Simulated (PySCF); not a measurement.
ClCrO2, charge +2, quartet (typed; the unrestricted solution is spin-contaminated), geometry from GFN2-xTB of the parent state (such geometries of metal compounds can be far from the true shape) (the multiplicity is a formal guess); PySCF with HF/STO-3G.

Here is a job for PySCF.
```python
from pyscf import gto, scf

mol = gto.M(
    atom='''
Cr    0.30551309   -0.01734383    0.39439997
O     1.49897309   -0.68849015   -0.32476441
O    -0.54284806   -0.99267836    1.24350979
Cl   -0.88125379    0.81562353   -0.98915073
''',
    basis='sto-3g',
    charge=2,
    spin=3,
    verbose=5,
)

mf = scf.UHF(mol)
mf.kernel()
mf.analyze()
```

Output, abridged:

```
PySCF version 2.14.0

[INPUT] verbose = 5
[INPUT] max_memory = 4000
[INPUT] num. atoms = 4
[INPUT] num. electrons = 55
[INPUT] charge = 2
[INPUT] spin (= nelec alpha-beta = 2S) = 3
[INPUT] symmetry False subgroup None
[INPUT] Mole.unit = angstrom
[INPUT] Symbol           X                Y                Z      unit          X                Y                Z       unit  Magmom
[...]
[INPUT] ---------------- BASIS SET ----------------
[INPUT] l, kappa, [nprim/nctr], expnt,             c_1 c_2 ...
[INPUT] Cl
[...]
                                109.5358542       0.5353281423
                                29.64467686       0.4446345422
[...]
                                9.053563477       0.3995128261
                                2.944499834       0.7001154689
[...]
                                0.5940934274      0.2255954336
                                0.232524141       0.900398426
[...]
                                9.053563477       0.6076837186
                                2.944499834       0.3919573931
[...]
                                0.5940934274      0.5951670053
                                0.232524141       0.462001012
[INPUT] O
[...]
                                23.808861         0.53532814
                                6.4436083         0.44463454
[...]
                                1.1695961         0.39951283
                                0.380389          0.70011547
[...]
                                1.1695961         0.60768372
                                0.380389          0.39195739
[INPUT] Cr
[...]
                                224.4687082       0.5353281423
                                60.74999251       0.4446345422
[...]
                                21.55882749       0.3995128261
                                7.01159981        0.7001154689
[...]
                                2.104563782       0.2175436044
                                0.8120061343      0.9166769611
[...]
                                0.2785605708      0.0196064117
                                0.1230152851      1.131034442
[...]
                                21.55882749       0.6076837186
                                7.01159981        0.3919573931
[...]
                                2.104563782       0.5777664691
                                0.8120061343      0.4846460366
[...]
                                0.2785605708      0.5715227604
                                0.1230152851      0.5498949471
[...]
                                1.29378636        0.6555473627
                                0.4991829993      0.286573259

nuclear repulsion = 301.935460796035
number of shells = 19
number of NR pGTOs = 111
number of NR cGTOs = 37
basis = sto-3g
ecp = {}

******** <class 'pyscf.scf.uhf.UHF'> ********
method = UHF
initial guess = minao
damping factor = 0
level_shift factor = 0
DIIS = <class 'pyscf.scf.diis.CDIIS'>
diis_start_cycle = 1
diis_space = 8
diis_damp = 0
SCF conv_tol = 1e-09
SCF conv_tol_grad = None
SCF max_cycles = 50
direct_scf = True
direct_scf_tol = 1e-13
number electrons alpha = 29  beta = 26
Set gradient conv threshold to 3.16228e-05
E1 = -2837.773139455862  E2 = 902.5847566426042  Ecoul = 992.2457164797014  Exc = -89.66095983709715
init E= -1633.25292201722
cond(S) = 8.905970799323878

  alpha mo_energy =
[-2.18927330e+02 -1.04100996e+02 -2.65852306e+01 -2.28511122e+01
 -2.28501440e+01 -2.28492356e+01 -2.07642333e+01 -2.07635027e+01
 -1.07482614e+01 -8.18606128e+00 -8.18208673e+00 -8.18202886e+00
 -3.85372663e+00 -2.64616485e+00 -2.60289261e+00 -2.56387961e+00
 -1.61032562e+00 -1.51206190e+00 -1.29778766e+00 -6.88495133e-01
 -6.65771381e-01 -6.61787893e-01 -6.50369167e-01 -6.23563845e-01
 -6.10112333e-01 -6.02205634e-01 -5.90470229e-01 -5.56341801e-01
 -1.56964538e-01 -6.57977903e-02 -4.10610969e-02 -3.73059788e-03
  1.18724356e-02  9.27456226e-02  3.45871920e-01  4.37691690e-01
  5.08175396e-01]
  beta  mo_energy =
[-2.18927330e+02 -1.04100996e+02 -2.65852306e+01 -2.28511122e+01
 -2.28501440e+01 -2.28492356e+01 -2.07642333e+01 -2.07635027e+01
 -1.07482614e+01 -8.18606128e+00 -8.18208673e+00 -8.18202886e+00
 -3.85372663e+00 -2.64616485e+00 -2.60289261e+00 -2.56387961e+00
 -1.61032562e+00 -1.51206190e+00 -1.29778766e+00 -6.88495133e-01
 -6.65771381e-01 -6.61787893e-01 -6.50369167e-01 -6.23563845e-01
 -6.10112333e-01 -6.02205634e-01 -5.90470229e-01 -5.56341801e-01
 -1.56964538e-01 -6.57977903e-02 -4.10610969e-02 -3.73059788e-03
  1.18724356e-02  9.27456226e-02  3.45871920e-01  4.37691690e-01
  5.08175396e-01]
multiplicity <S^2> = 3.75  2S+1 = 4
E1 = -2796.376413411936  E2 = 861.5654727430137  Ecoul = 951.3312415665733  Exc = -89.7657688235596
cycle= 1 E= -1632.87547987289  delta_E= 0.377  |g|= 1.13  |ddm|= 2.58
  alpha mo_energy =
[-2.20638472e+02 -1.04298339e+02 -2.83372968e+01 -2.46025654e+01
 -2.46013635e+01 -2.46009762e+01 -2.08171437e+01 -2.08169722e+01
 -1.09841117e+01 -8.42751684e+00 -8.42625231e+00 -8.41782141e+00
 -5.25236438e+00 -4.00171556e+00 -3.99970764e+00 -3.99127483e+00
 -1.98388306e+00 -1.97695102e+00 -1.71228120e+00 -1.63106660e+00
 -1.39339776e+00 -1.38755210e+00 -1.34871017e+00 -1.28603579e+00
 -1.10804821e+00 -1.08527916e+00 -1.08031581e+00 -1.03472545e+00
 -9.96724023e-01 -8.97143765e-01 -8.52695583e-01 -7.82529625e-01
 -7.27798690e-01 -5.67038508e-01 -2.04052838e-01 -1.58213731e-01
 -1.29160904e-01]
  beta  mo_energy =
[-2.20635809e+02 -1.04294861e+02 -2.83286797e+01 -2.45976913e+01
 -2.45939031e+01 -2.45908848e+01 -2.07958313e+01 -2.07956357e+01
 -1.09791825e+01 -8.42272292e+00 -8.41578994e+00 -8.41075480e+00
 -5.19832225e+00 -3.95104380e+00 -3.94250525e+00 -3.90809481e+00
 -1.85375380e+00 -1.85341458e+00 -1.66354541e+00 -1.31420520e+00
 -1.30971408e+00 -1.26556488e+00 -1.25258477e+00 -1.20671425e+00
 -1.04090665e+00 -9.87097334e-01 -8.67191495e-01 -8.10059924e-01
 -8.07680257e-01 -6.81339651e-01 -6.10078027e-01 -5.68827501e-01
[...]
converged SCF energy = -1633.87103802364  <S^2> = 5.2400411  2S+1 = 4.6861674
Total Energy =                       -1633.871038023635265
[...]
0 Cr 2s          0.00326  -0.00032  -0.00000  -0.00047   0.00354
0 Cr 3s          0.01133   0.00158  -0.00000  -0.00227   0.00888
0 Cr 4s          0.53624   0.06597  -0.00000  -0.34952   0.36227
0 Cr 2px         0.00014   0.00009   0.00113   0.00010  -0.00114
0 Cr 2py        -0.00015  -0.00025   0.00017  -0.00129  -0.00012
0 Cr 2pz         0.00015   0.00007  -0.00087  -0.00012  -0.00151
0 Cr 3px         0.00683  -0.00216  -0.00474  -0.00406  -0.00663
0 Cr 3py         0.00653  -0.00271  -0.00071  -0.00055  -0.01160
0 Cr 3pz         0.01016  -0.00334   0.00364  -0.00539  -0.01088
0 Cr 4px         0.06478   0.04941   0.27074  -0.03475  -0.44424
0 Cr 4py         0.00438  -0.19587   0.04033  -0.39233  -0.31296
0 Cr 4pz         0.08519   0.02634  -0.20795  -0.12135  -0.63909
0 Cr 3dxy       -0.00621   0.49063   0.56326   0.10003  -0.07026
0 Cr 3dyz       -0.00295   0.49715  -0.43111   0.21681  -0.10892
0 Cr 3dz^2       0.27797   0.29382  -0.06315   0.09444  -0.04553
0 Cr 3dxz        0.54008   0.01180   0.08474   0.36741  -0.10618
0 Cr 3dx2-y2     0.19462   0.33309  -0.13352  -0.08953   0.00942
1 O 1s           0.00143   0.00078   0.00035  -0.00092   0.00256
1 O 2s          -0.08280   0.00347   0.09060   0.08848  -0.10088
1 O 2px         -0.18536   0.08651  -0.30877  -0.01738   0.19303
1 O 2py          0.08509  -0.28455  -0.22000   0.46913  -0.00124
1 O 2pz         -0.21414   0.18984   0.09747   0.12536   0.08731
2 O 1s           0.00143   0.00078  -0.00035  -0.00092   0.00256
2 O 2s          -0.08280   0.00347  -0.09060   0.08848  -0.10088
2 O 2px         -0.17518   0.21267  -0.20782   0.03692   0.03699
2 O 2py          0.08660  -0.26575   0.14304   0.47722  -0.02449
2 O 2pz         -0.22196   0.09294   0.29931   0.08365   0.20716
3 Cl 1s         -0.00023   0.00009   0.00000   0.00012  -0.00045
3 Cl 2s          0.00377  -0.00125  -0.00000  -0.00261   0.00828
3 Cl 3s         -0.12658   0.01458   0.00000   0.04976  -0.05150
3 Cl 2px         0.00323  -0.00160   0.00256  -0.00199   0.00501
3 Cl 2py        -0.00276  -0.00073   0.00038  -0.00099  -0.00582
3 Cl 2pz         0.00367  -0.00223  -0.00197  -0.00279   0.00539
3 Cl 3px        -0.16506   0.07564  -0.12887   0.04999  -0.08191
3 Cl 3py         0.16934   0.04760  -0.01920   0.03239   0.08039
3 Cl 3pz        -0.18205   0.10772   0.09898   0.07136  -0.09105
               #36       #37
0 Cr 1s          0.00012  -0.00000
0 Cr 2s         -0.00002   0.00000
0 Cr 3s         -0.00251   0.00000
0 Cr 4s         -0.21263   0.00000
0 Cr 2px        -0.00082   0.00087
0 Cr 2py         0.00118   0.00013
0 Cr 2pz        -0.00084  -0.00067
0 Cr 3px        -0.00663   0.02420
0 Cr 3py         0.01725   0.00361
0 Cr 3pz        -0.00529  -0.01859
0 Cr 4px        -0.35726   0.67771
0 Cr 4py         0.72042   0.10097
0 Cr 4pz        -0.32540  -0.52054
0 Cr 3dxy        0.04031  -0.29930
0 Cr 3dyz        0.07344   0.23874
0 Cr 3dz^2       0.13680  -0.02029
0 Cr 3dxz        0.29820  -0.02898
0 Cr 3dx2-y2     0.05749   0.10345
1 O 1s          -0.00312   0.00378
1 O 2s           0.09139  -0.05637
1 O 2px         -0.07873   0.11710
1 O 2py         -0.03858  -0.16752
1 O 2pz          0.15513  -0.05510
2 O 1s          -0.00312  -0.00378
2 O 2s           0.09139   0.05637
2 O 2px          0.17389   0.04971
2 O 2py         -0.00094   0.19237
2 O 2pz         -0.03890  -0.07303
3 Cl 1s         -0.00027  -0.00000
3 Cl 2s          0.00445   0.00000
3 Cl 3s          0.03000  -0.00000
3 Cl 2px         0.00344   0.00338
3 Cl 2py        -0.00063   0.00050
3 Cl 2pz         0.00436  -0.00260
3 Cl 3px        -0.03213  -0.05015
3 Cl 3py         0.01298  -0.00747
3 Cl 3pz        -0.03931   0.03852

To work with the spin densities directly, `use mulliken_meta_spin()` only printing them here.

 ** Mulliken spin pop alpha/beta on meta-lowdin orthogonal AOs **
 ** Mulliken Spin Density (per AO)  **
spin_pop of  0 Cr 1s        0.00000
spin_pop of  0 Cr 2s        0.00000
spin_pop of  0 Cr 3s       -0.00007
spin_pop of  0 Cr 4s        0.02274
spin_pop of  0 Cr 2px       0.00000
spin_pop of  0 Cr 2py       0.00000
spin_pop of  0 Cr 2pz       0.00000
spin_pop of  0 Cr 3px       0.00015
spin_pop of  0 Cr 3py      -0.00028
spin_pop of  0 Cr 3pz       0.00023
spin_pop of  0 Cr 4px      -0.02268
spin_pop of  0 Cr 4py      -0.02017
spin_pop of  0 Cr 4pz      -0.03411
spin_pop of  0 Cr 3dxy      0.07946
spin_pop of  0 Cr 3dyz      0.07879
spin_pop of  0 Cr 3dz^2    -0.42658
spin_pop of  0 Cr 3dxz     -0.18581
spin_pop of  0 Cr 3dx2-y2   -0.59042
spin_pop of  1 O 1s       -0.00001
spin_pop of  1 O 2s        0.01669
spin_pop of  1 O 2px       0.26331
spin_pop of  1 O 2py       0.85054
spin_pop of  1 O 2pz       0.42874
spin_pop of  2 O 1s       -0.00001
spin_pop of  2 O 2s        0.01669
spin_pop of  2 O 2px       0.31133
spin_pop of  2 O 2py       0.78442
spin_pop of  2 O 2pz       0.44685
spin_pop of  3 Cl 1s        0.00000
spin_pop of  3 Cl 2s       -0.00002
spin_pop of  3 Cl 3s        0.00224
spin_pop of  3 Cl 2px       0.00003
spin_pop of  3 Cl 2py       0.00000
spin_pop of  3 Cl 2pz       0.00002
spin_pop of  3 Cl 3px       0.58758
spin_pop of  3 Cl 3py       0.03904
spin_pop of  3 Cl 3pz       0.35130
 ** Mulliken Spin Density (per atom)  **
spin density of  0 Cr =     -1.09875
spin density of  1 O =      1.55928
spin density of  2 O =      1.55928
spin density of  3 Cl =      0.98020
 ** Mulliken pop alpha/beta on meta-lowdin orthogonal AOs **
 ** Mulliken pop       alpha | beta **
[...]
In total            29.00000 | 26.00000
 ** Mulliken atomic charges   ( Nelec_alpha | Nelec_beta ) **
charge of  0Cr =      1.66613  (    10.61756     11.71631 )
charge of  1O =      0.03548  (     4.76190      3.20262 )
charge of  2O =      0.03548  (     4.76190      3.20262 )
charge of  3Cl =      0.26292  (     8.85864      7.87844 )

WARN: System has nonzero charge 2; the dipole moment is origin-dependent.
Location of origin: [0. 0. 0.]

Dipole moment(X, Y, Z, Debye):  1.49803,  1.19626,  2.18239
```
